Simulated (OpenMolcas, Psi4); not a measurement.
# CH7NSn (SMILES C[NH][SnH3]): methods side by side

CH7NSn: 10 atoms, total charge 0, spin state singlet. As SMILES, `C[NH][SnH3]`. The shape is that of a PBE0-D4/def2-TZVP optimisation.

```xyz
10

C    -0.8984    0.7580   -0.8792
N    -0.3430   -0.5329   -0.5165
Sn    0.8973   -0.6294    1.0851
H    -1.6642    0.6376   -1.6527
H    -1.3968    1.2011   -0.0117
H    -0.1682    1.4946   -1.2475
H     0.0373   -1.0040   -1.3262
H     1.4517   -2.2390    1.1699
H    -0.0526   -0.1955    2.4337
H     2.2202    0.4584    0.9480
```

Quantity: the HOMO–LUMO gap, in eV. The values are calculated.

```json
{"level": "SVWN5/def2-SVP (core potential)", "kind": "LDA", "program": "OpenMolcas", "value (eV)": "4.32", "CPU time": "31 s"}
{"level": "BLYP/def2-SVP (core potential)", "kind": "GGA", "program": "OpenMolcas", "value (eV)": "4.43", "CPU time": "45 s"}
{"level": "BP86/def2-SVP (density fitting, core potential)", "kind": "GGA", "program": "Psi4", "value (eV)": "4.54", "CPU time": "11 s"}
{"level": "revPBE/def2-SVP (core potential)", "kind": "GGA", "program": "OpenMolcas", "value (eV)": "4.55", "CPU time": "46 s"}
{"level": "M06-L/def2-SVP (core potential)", "kind": "meta-GGA", "program": "OpenMolcas", "value (eV)": "5.35", "CPU time": "59 s"}
{"level": "B3LYP/def2-SVP (core potential)", "kind": "global hybrid", "program": "OpenMolcas", "value (eV)": "6.19", "CPU time": "41 s"}
{"level": "M06-2X/def2-SVP (core potential)", "kind": "hybrid meta-GGA", "program": "OpenMolcas", "value (eV)": "8.73", "CPU time": "51 s"}
{"level": "PBE0/def2-SVP (core potential)", "kind": "global hybrid", "program": "OpenMolcas", "value (eV)": "6.68", "CPU time": "44 s"}
```

The values span 4.32 to 8.73 eV. Orbital gaps aren't excitation energies; they tend to grow with the share of exact exchange. CPU times are rough (shared hosts, several kinds of processor): they show what a rung costs within a factor of a few.
